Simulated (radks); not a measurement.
Spherical jellium clusters: N electrons in a uniform positive sphere of charge N and radius rs N^(1/3), rs = 5.51 bohr. Method: non-relativistic Kohn-Sham, LDA (Slater exchange, Perdew-Wang correlation), spin-polarised, spherical densities; computed with a radial shooting solver with Libxc functionals. Levels are named by radial order and angular momentum (1s, 1p, 1d, 2s, ...), and open shells are averaged over m. Each electron was tried in the lowest free levels, single moves between levels near the top were tried too, and the lowest total energy was kept; such a search can miss a lower state. Energies include the self-energy of the background; IP and EA are vertical (highest electron removed, lowest free level filled), at fixed background; spill-out counts the electrons outside the background radius R, and alpha is the static dipole polarisability from linear response (closed shells only). A dash means not computed or, for alpha, an open shell; in EA it means that no bound solution was reached, which is typical of self-interaction and does not show that the anion is unstable. Real open-shell clusters deform, which this model forbids.

N        open shells  2S  E/N (eV)  E(N+1) + E(N-1) - 2E(N) (eV)  EA (eV)  -e(HOMO) (eV)  spill-out (e)
1   1s(up 1, down 0)   1    -1.359                             -        -          2.439           0.28
2               none   0    -1.629                         0.638        -          2.477           0.42
3   1p(up 1, down 0)   1    -1.507                        -0.438        -          1.863           0.65
4   1p(up 2, down 0)   2    -1.555                        -0.277        -          2.197           0.78
5   1p(up 3, down 0)   3    -1.640                         0.238        -          2.402           0.87
6   1p(up 3, down 1)   2    -1.657                        -0.230    1.108          2.196           0.98
7   1p(up 3, down 2)   1    -1.701                        -0.162    1.308          2.382           1.08
8               none   0    -1.755                         0.671        -          2.513           1.16
9   1d(up 1, down 0)   1    -1.722                        -0.168        -          1.882           1.29
10  1d(up 2, down 0)   2    -1.713                        -0.139    1.077          2.039           1.39
11  1d(up 3, down 0)   3    -1.718                        -0.116    1.215          2.164           1.48
12  1d(up 4, down 0)   4    -1.732                        -0.097    1.331          2.266           1.55
13  1d(up 5, down 0)   5    -1.751                         0.241    1.116          2.352           1.62
14  1d(up 5, down 1)   4    -1.750                        -0.108    1.245          2.127           1.71
15  1d(up 5, down 2)   3    -1.757                        -0.092    1.354          2.227           1.79
16  1d(up 5, down 3)   2    -1.768                        -0.079    1.448          2.311           1.86
17  1d(up 5, down 4)   1    -1.783                        -0.068    1.530          2.383           1.93
18              none   0    -1.800                         0.145    1.411          2.444           1.99
19  2s(up 1, down 0)   1    -1.807                         0.179    1.271          2.295           2.12
20              none   0    -1.805                         0.111    1.170          2.140           2.29
21  1f(up 1, down 0)   1    -1.798                        -0.073    1.252          2.044           2.35
22  1f(up 2, down 0)   2    -1.794                        -0.066    1.326          2.111           2.41
23  1f(up 3, down 0)   3    -1.794                        -0.060    1.393          2.171           2.47
24  1f(up 4, down 0)   4    -1.797                        -0.054    1.454          2.225           2.52
25  1f(up 5, down 0)   5    -1.801                        -0.050    1.509          2.274           2.57
26  1f(up 6, down 0)   6    -1.807                        -0.046    1.561          2.318           2.62
27  1f(up 7, down 0)   7    -1.814                         0.205    1.364          2.359           2.67
28  1f(up 7, down 1)   6    -1.813                        -0.054    1.426          2.160           2.73
29  1f(up 7, down 2)   5    -1.814                        -0.049    1.483          2.211           2.79
30  1f(up 7, down 3)   4    -1.817                        -0.045    1.535          2.258           2.84
31  1f(up 7, down 4)   3    -1.821                             -    1.583          2.300           2.90

All shells are closed at N = 2, 8, 18, 20 (there: 1s2 1p6 1d10 2s2); the second difference of the energy has clear peaks (12 % above both neighbours; the first and last values, which can be the largest, are not judged, and half-filled shells can peak too) at N = 5, 8, 13, 19, 27.
